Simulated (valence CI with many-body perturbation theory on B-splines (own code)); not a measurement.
**Ba VI: calculated level list**

Computed by configuration interaction combined with many-body perturbation theory (CI+MBPT): five valence electrons over a frozen Dirac-Fock core [Kr] 4d10, a basis of 11 s, 11 p, 10 d, 8 f, 5 g, 2 h functions for each j, with the one-electron correlation potential Σ1 (screened to all orders), the two-electron term Σ2, the three-electron term Σ3, Breit, model QED; selected single and double excitations, second order for the rest, scaled by the run's own slope (own B-spline code, finite nucleus).

Against 45 measured levels this calculation errs by 340 cm⁻¹ on average and by 785 at most. These come from a selection out of Sansonetti and Curry, J. Phys. Chem. Ref. Data 39, 043103 (2010). Levels without a partner in it may be off by more, other configurations by several thousand cm⁻¹. Among the levels kept, up to 2800 cm⁻¹ of a level comes from second order outside the variational space, and about a tenth of that is noise between levels of different J, which matters for small intervals. 1 measured level below the end of the list, from 200938 cm⁻¹ on, found no clear computed partner.

Levels 91 to 135 of 182, with energies above the lowest level, 5s2 5p3 4S°_3/2. "Leading %" is the weight of the configuration and term that name the level; weights of strongly mixed levels are sums over their largest components and can fall short. In the jj column 3d3/2^4 stands for four electrons in 3d with j = 3/2. Lifetimes count E1, E2, E3, M1 and M2 decay at the calculated energies, and are blank where another channel may lead or the interval is too uncertain; long ones can be off by a factor of two.

```
No.  Configuration  Term     J  E (cm⁻¹)  Leading %  Lifetime                     Leading jj
 91      4f 5s 5p3    4H   7/2    288410         66   1.31 ns  4f5/2 5s 5p1/2^2 5p3/2 (40 %)
 92     5s2 5p2 6s    2D   5/2    288880         56   93.0 ps         5s^2 5p3/2^2 6s (80 %)
 93     5s2 5p2 6p   4D°   1/2    289120         45    300 ps      5s^2 5p1/2^2 6p1/2 (85 %)
 94      4f 5s 5p3    4H   9/2    289230         54   1.49 ns  4f7/2 5s 5p1/2^2 5p3/2 (33 %)
 95      4f 5s 5p3    4D   5/2    289530         44    457 ps  4f5/2 5s 5p1/2 5p3/2^2 (32 %)
 96      5s 5p3 5d   6D°   1/2    289560         89   5.04 ns  5s 5p1/2 5p3/2^2 5d3/2 (43 %)
 97      5s 5p3 5d   6D°   3/2    289830         87   4.08 ns  5s 5p1/2^2 5p3/2 5d3/2 (40 %)
 98      4f 5s 5p3    4H  11/2    290050         55   1.96 ns  4f7/2 5s 5p1/2 5p3/2^2 (54 %)
 99      5s 5p3 5d   6D°   5/2    290210         88   4.82 ns  5s 5p1/2^2 5p3/2 5d3/2 (35 %)
100      5s 5p3 5d   6D°   7/2    290710         86   8.01 ns  5s 5p1/2^2 5p3/2 5d5/2 (25 %)
101      4f 5s 5p3    4F   3/2    290870         50    384 ps  4f5/2 5s 5p1/2 5p3/2^2 (33 %)
102     5s2 5p2 6s    2D   3/2    291370         44   49.8 ps         5s^2 5p3/2^2 6s (83 %)
103      5s 5p3 5d   6D°   9/2    292150         90   13.8 ns  5s 5p1/2 5p3/2^2 5d5/2 (45 %)
104            5p5   2P°   3/2    292540         57    504 ps         5p1/2^2 5p3/2^3 (57 %)
105      4f 5s 5p3    4G  11/2    293800         72   2.12 ns  4f7/2 5s 5p1/2 5p3/2^2 (72 %)
106      4f 5s 5p3    4H  13/2    295030         88   3.17 ns  4f7/2 5s 5p1/2 5p3/2^2 (88 %)
107      4f 5s 5p3    4F   9/2    295240         54   1.72 ns  4f7/2 5s 5p1/2 5p3/2^2 (38 %)
108      4f 5s 5p3    2G   7/2    295290         30   1.00 ns  4f7/2 5s 5p1/2 5p3/2^2 (26 %)
109      4f 5s 5p3    2P   3/2    296040         53    576 ps  4f5/2 5s 5p1/2^2 5p3/2 (38 %)
110      4f 5s 5p3    4F   5/2    296670         35   1.02 ns  4f5/2 5s 5p1/2 5p3/2^2 (54 %)
111      4f 5s 5p3    2P   1/2    297590         52    896 ps  4f5/2 5s 5p1/2 5p3/2^2 (42 %)
112      4f 5s 5p3    2H   9/2    297630         69   1.17 ns  4f5/2 5s 5p1/2 5p3/2^2 (32 %)
113      4f 5s 5p3    4D   3/2    297730         62   1.54 ns  4f5/2 5s 5p1/2 5p3/2^2 (69 %)
114     5s2 5p2 6p   4D°   3/2    297890         44    256 ps      5s^2 5p1/2^2 6p3/2 (79 %)
115      4f 5s 5p3    4F   7/2    298260         59   1.31 ns  4f5/2 5s 5p1/2 5p3/2^2 (53 %)
116      4f 5s 5p3    4D   1/2    298280         78   1.41 ns  4f5/2 5s 5p1/2 5p3/2^2 (48 %)
117      4f 5s 5p3    4P   5/2    298670         50    561 ps  4f7/2 5s 5p1/2^2 5p3/2 (38 %)
118      4f 5s 5p3    2H  11/2    299630         73   1.94 ns  4f5/2 5s 5p1/2 5p3/2^2 (68 %)
119      4f 5s 5p3    2D   5/2    299950         43    702 ps  4f7/2 5s 5p1/2 5p3/2^2 (53 %)
120      4f 5s 5p3    4P   3/2    301240         55    698 ps  4f7/2 5s 5p1/2 5p3/2^2 (64 %)
121     5s2 5p2 6p   2S°   1/2    302610         44    309 ps  5s^2 5p1/2 5p3/2 6p1/2 (80 %)
122      4f 5s 5p3    4P   1/2    302780         70    492 ps  4f5/2 5s 5p1/2 5p3/2^2 (49 %)
123      4f 5s 5p3    2D   3/2    305930         66    538 ps  4f7/2 5s 5p1/2 5p3/2^2 (60 %)
124     5s2 5p2 6p   4D°   3/2    306110         38    302 ps  5s^2 5p1/2 5p3/2 6p1/2 (83 %)
125      4f 5s 5p3    2G   7/2    306370         41    824 ps  4f7/2 5s 5p1/2 5p3/2^2 (55 %)
126      4f 5s 5p3    2F   5/2    307370         62    881 ps  4f7/2 5s 5p1/2 5p3/2^2 (51 %)
127      5s 5p3 5d   4D°   5/2    307830         54   1.10 ns  5s 5p1/2^2 5p3/2 5d5/2 (36 %)
128     5s2 5p2 6s    2S   1/2    307990         81   82.2 ps         5s^2 5p3/2^2 6s (88 %)
129      5s 5p3 5d   4D°   3/2    308390         44   1.49 ns  5s 5p1/2^2 5p3/2 5d5/2 (31 %)
130      4f 5s 5p3    2G   9/2    309220         77   1.82 ns  4f5/2 5s 5p1/2 5p3/2^2 (38 %)
131            5p5   2P°   1/2    309610         51    666 ps           5p1/2 5p3/2^4 (51 %)
132     5s2 5p2 6p   4D°   5/2    309960         52    303 ps  5s^2 5p1/2 5p3/2 6p1/2 (64 %)
133     5s2 5p2 6p   4P°   5/2    312000         34    268 ps  5s^2 5p1/2 5p3/2 6p3/2 (75 %)
134      5s 5p3 5d   4D°   7/2    312060         72   2.25 ns  5s 5p1/2 5p3/2^2 5d5/2 (59 %)
135     5s2 5p2 6p   4S°   3/2    312350         45    292 ps  5s^2 5p1/2 5p3/2 6p3/2 (62 %)
```

Names give the largest LS component (configuration and term), which can be under half, so a name can repeat, a term be missing and a line seem to break the LS rules; names also repeat where a configuration has a term twice.

Where two levels of one J and parity lie close, their mixing, g and order are uncertain.
